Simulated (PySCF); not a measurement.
## Working with the constants of BeS⁺

UHF-CCSD(T) constants of BeS⁺, ²Π (doublet), unpaired electrons π ↑ (basis Be pcseg-1, S pcseg-1; no relativity; PySCF 2.14; masses 9.0122 and 31.9721 u):

```
ωe            : 815.3 cm⁻¹
ωexe          : 5.91 cm⁻¹
Be            : 0.68345 cm⁻¹
αe            : 0.00676 cm⁻¹
De to Be⁺ + S : 2.60 eV
```

**Question.** What force constant and bond length do these constants imply?

**Answer.** Reduced mass μred = 7.0305 u; k = 5.8918×10⁻⁷·μred·ωe² (u, cm⁻¹, mdyn/Å) = 2.75 mdyn/Å; Re = √(16.8576/(μred·Be)) (u, cm⁻¹, Å) = 1.873 Å.

**Question.** Estimate the centrifugal constant D from the Kratzer relation and find the Dunham coefficient a1.

**Answer.** D = 4Be³/ωe² = 1.92e-06 cm⁻¹; a1 = −1 − αeωe/(6Be²) = -2.97.

Correlated steps freeze 5 core orbitals. Correlated levels converge slowly with the basis: in double zeta they bind strong bonds too weakly, by up to about 1 eV, and carry superposition errors of some tenths. For an ion De counts to the pair picked by the measured ionisation energies or electron affinities, which need not be the lowest pair at this level. The state was picked by a PBE0 search and need not be the measured ground state.
